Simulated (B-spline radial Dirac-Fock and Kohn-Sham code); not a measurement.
Energy-loss ionisation edge L1 (2s) of F

System: atomic fluorine, configuration [He] 2s2 2p5. Calculated with a radial atomic solver, using the first Born approximation with generalised oscillator strengths from a Dirac-Hartree-Slater potential (longitudinal and transverse terms; continuum final states only, so no white lines or fine structure). The edge is taken at 34.84 eV (orbital energy of the model).

Partial cross sections σ(β, Δ) in barn, integrated over a window Δ above the edge and up to the collection semi-angle β, for parallel illumination:

| E₀ (kV) | β (mrad) | Δ = 25 eV | Δ = 50 eV | Δ = 100 eV | Δ = 200 eV | Δ = 300 eV |
| --- | --- | --- | --- | --- | --- | --- |
| 80 | 5 | 16300 | 26900 | 35700 | 39800 | 40700 |
| 80 | 20 | 28500 | 48000 | 64300 | 72400 | 74300 |
| 80 | 100 | 32500 | 56900 | 80900 | 96100 | 101000 |
| 100 | 50 | 27700 | 48500 | 68900 | 81600 | 85100 |
| 120 | 5 | ? | ? | ? | ? | ? |
| 120 | 10 | 18200 | 30200 | 40400 | 45700 | 46900 |
| 120 | 50 | 24500 | 43000 | 61100 | 72500 | 76000 |
| 120 | 100 | 24600 | 43000 | 61100 | 72700 | 76500 |
| 200 | 20 | 17700 | 30800 | 42900 | 49000 | 50500 |
| 200 | 50 | 18100 | 31700 | 45200 | 53700 | 56500 |
| 200 | 100 | 18100 | 31700 | 45200 | 53700 | 56500 |
| 300 | 5 | 10700 | 17800 | 24000 | 27300 | 28100 |
| 300 | 10 | 13500 | 23000 | 31000 | 35200 | 36200 |
| 300 | 100 | 15000 | 26200 | 37300 | 44400 | 46700 |

Question: Give the row for 120 kV and 5 mrad.

Answer: 13800 b for 25 eV, 22900 b for 50 eV, 30600 b for 100 eV, 34500 b for 200 eV, 35300 b for 300 eV.
